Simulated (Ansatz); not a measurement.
`[OH][GeH2][SH]` and `[OH][GeH2][I]` differ in one atom or group.

Ansatz, PBE0-D4/def2-TZVP geometries, multiplicity 1. Each molecule was computed in one conformer, which needn't be the lowest.

Elements past krypton have def2 core potentials. Scalar relativity is left out up to krypton.

```json
{"property": "size of the dipole moment (B3LYP/def2-TZVPP) / D", "`[OH][GeH2][SH]`": "0.29"}
{"property": "HOMO–LUMO gap (B3LYP/def2-TZVPP) / eV", "`[OH][GeH2][SH]`": "7.21"}
{"property": "HOMO–LUMO gap (ωB97M-V/def2-TZVPP) / eV", "`[OH][GeH2][SH]`": "11.80"}
{"property": "size of the dipole moment (PBE/def2-TZVPP) / D", "`[OH][GeH2][SH]`": "0.23"}
{"property": "LUMO energy (B3LYP/def2-TZVPP) / eV", "`[OH][GeH2][SH]`": "-0.14"}
{"property": "LUMO energy (PBE0/def2-TZVPP) / eV", "`[OH][GeH2][SH]`": "0.18"}
```

(1) Give the same properties after the change, and the shifts. (An estimate is asked.)

Results:

(1) Computed: 
| property | `[OH][GeH2][I]` | shift |
| --- | --- | --- |
| size of the dipole moment (B3LYP/def2-TZVPP) / D | 1.28 | 0.99 |
| HOMO–LUMO gap (B3LYP/def2-TZVPP) / eV | 6.23 | -0.98 |
| HOMO–LUMO gap (ωB97M-V/def2-TZVPP) / eV | 10.74 | -1.06 |
| size of the dipole moment (PBE/def2-TZVPP) / D | 1.23 | 1.00 |
| LUMO energy (B3LYP/def2-TZVPP) / eV | -1.21 | -1.07 |
| LUMO energy (PBE0/def2-TZVPP) / eV | -0.92 | -1.10 |

With PBE0 the HOMO falls by 0.07 eV and the LUMO falls by 1.10 eV, so the gap narrows by about 1.03 eV. PBE moves the HOMO by -0.18 eV and ωB97M-V by 0.01 eV. The zero-point energy changes by -23.2 kJ/mol with -3 modes. Dipoles are sizes alone; their direction can turn.

B3LYP here is the variant with VWN-RPA as its local correlation; programs differ in this.

Spin–orbit coupling is left out; it splits and shifts lone-pair levels of the heavy atoms by tenths of an eV.
